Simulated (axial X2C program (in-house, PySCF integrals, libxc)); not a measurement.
# Working with the constants of MgSr

A bond curve at the CCSD(T) level, with spin–orbit coupling, was computed with an in-house relativistic program for diatomic molecules (basis Sr dyall-cv3z [13s12p8d5f1g], Mg dyall-cv3z [9s8p6d3f] (cores contracted in-house)) for the state Ω = 0 (closed shell). Its fit gives Re = 4.3710 Å, ωe = 43.6 cm⁻¹, ωexe = 1.18 cm⁻¹ and αe = 1.226e-03 cm⁻¹; the masses are 87.9056 and 23.9850 u. Two-component means X2C with spin–orbit coupling and atomic mean-field Coulomb and Gaunt terms.

Correlated methods: 12 electrons correlated (number of frozen shells: Sr 3 s, 2 p, 1 d; Mg 2 s, 1 p), 308 virtual spin orbitals or spinors in MP2, 90 natural virtuals in coupled cluster.

Problem. Find the reduced mass, Be and the force constant.

Solution. From the CCSD(T) values: μ = 18.8435 u. Be = 16.8576/(μ Re²) = 0.04682 cm⁻¹. k = 5.8918×10⁻⁷ μ ωe² = 0.0211 mdyn/Å.

Problem. Estimate the centrifugal constant by the Kratzer relation.

Solution. D = 4Be³/ωe² = 2.16e-07 cm⁻¹.

Problem. Where do the fundamental and the first overtone lie?

Solution. ν(1←0) = ωe − 2ωexe = 41.2 cm⁻¹; ν(2←0) = 2ωe − 6ωexe = 80.1 cm⁻¹.

Problem. A Morse curve ties αe to the other constants (Pekeris). How well does that hold?

Solution. αe(Morse) = 6Be²/ωe × (√(ωexe/Be) − 1) = 1.213e-03 cm⁻¹; the CCSD(T) curve gives 1.226e-03 cm⁻¹, a ratio of 0.99.

Problem. Give B0, the J = 1←0 line in GHz and the most populated J at 300 K (kT = 208.5 cm⁻¹).

Solution. B0 = Be − αe/2 = 0.04621 cm⁻¹; 2B0 = 2.771 GHz; J(max) ≈ √(kT/2B0) − 1/2 = 47.0, so J = 47.

The state is a single determinant with fixed occupations, the lowest that a limited PBE0 search found. CCSD and (T) use frozen natural virtuals with an MP2 correction for the truncation; (T) itself is uncorrected, so its De runs slightly low. The levels of this run spread widely (ωe from 44 to 85 cm⁻¹), so these constants depend on the method. The bond is weak, and without diffuse functions and with truncated virtuals even CCSD(T) can be tens of per cent off in De.
